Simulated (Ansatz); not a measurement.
The cluster Si3Ni, relaxed as a singlet with RKS r2SCAN-D4/def2-SVP in Ansatz, starting from the GFN1-xTB geometry. Force threshold 0.02 eV/Å.

The structure comes from a short search, and lower isomers may exist.

Start:

```xyz
4

Ni   -0.461    0.402    1.061
Si    0.493   -0.429   -1.136
Si    1.124    1.423   -0.001
Si   -1.155   -1.396    0.075
```

Estimate the energy that the relaxation releases and the steps that it takes.

7.8 kJ/mol, in 5 steps; 7 s on 4 threads of Intel Xeon Platinum 8488C on a shared host. No frequencies were taken in this run, so the end may be a saddle point.

Does the start keep its bonding and symmetry?

By distances, no bond broke or formed. The bond that changes most is Ni1–Si2, from 2.53 to 2.38 Å (atoms count from 1). Point group C2v at the start, C2v at the end, both within 0.05 Å.

Predict the relaxed structure.


Cartesian coordinates in Å:
```
Ni -0.432 0.376 0.994
Si 0.462 -0.402 -1.064
Si 1.133 1.433 -0.003
Si -1.163 -1.407 0.073
```
Bond lengths: 3 × Ni–Si 2.14 to 2.38 Å; 2 × Si–Si 2.22 Å.
